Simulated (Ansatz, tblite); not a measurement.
Cost and result up the ladder for HAu2⁺ (3 atoms). Total charge 1; singlet. Geometry: PBE-D4/def2-TZVP.

```xyz
3

Au    1.092   -0.560    0.583
Au   -1.235   -0.158   -0.544
H     0.143    0.718   -0.040
```

Ansatz on 4 threads of Arm Neoverse V1 on a shared host; xTB runs through tblite on one thread. Times are rough, summed over both states, and most runs start from the orbitals of an earlier one. CCSD(T)/def2-TZVPP serves as the yardstick here, not as an exact answer. The other state is a quintet at its own geometry.

In the def2 sets Au takes a core potential; there is no spin–orbit coupling. The xTB rows come from tblite. Correlated methods freeze no core orbitals; core or outer-core shells of Au are correlated, in sets that lack core-valence functions. In the quintet geometry the species has come apart into loosely held pieces. The structure comes from a short search, and lower isomers may exist.

xTB has no spin-polarisation term.

| level | functions | wall time | quintet − singlet (eV) | difference from CCSD(T)/def2-TZVPP (eV) |
| --- | --- | --- | --- | --- |
| GFN2-xTB | 19 | 0.004 s | 9.01 | 2.26 |
| GFN1-xTB | 20 | 0.005 s | 4.71 | -2.04 |
| MP2/def2-TZVP | 86 | 1.1 s | 6.58 | -0.17 |
| PBE-D4/def2-TZVP | 86 | 2 s | 6.19 | -0.56 |
| revPBE-D4/def2-TZVP | 86 | 2 s | 6.08 | -0.67 |
| RPA@PBE/def2-TZVP | 86 | 3.4 s | 5.62 | -1.14 |
| PBE-QIDH/def2-TZVP | 86 | 4.4 s | 6.57 | -0.19 |
| r2SCAN-D4/def2-TZVP | 86 | 4.5 s | 6.21 | -0.55 |
| r2SCANh-D4/def2-TZVP | 86 | 4.6 s | 6.24 | -0.51 |
| PBE0-D4/def2-TZVP (with forces) | 86 | 5.5 s | 6.31 | -0.45 |
| r2SCAN0-D4/def2-TZVP | 86 | 6.2 s | 6.30 | -0.45 |
| B97M-V/def2-TZVP | 86 | 10 s | 6.24 | -0.51 |
| CCSD(T)/def2-TZVPP | 126 | 30 s | 6.75 | 0.00 |
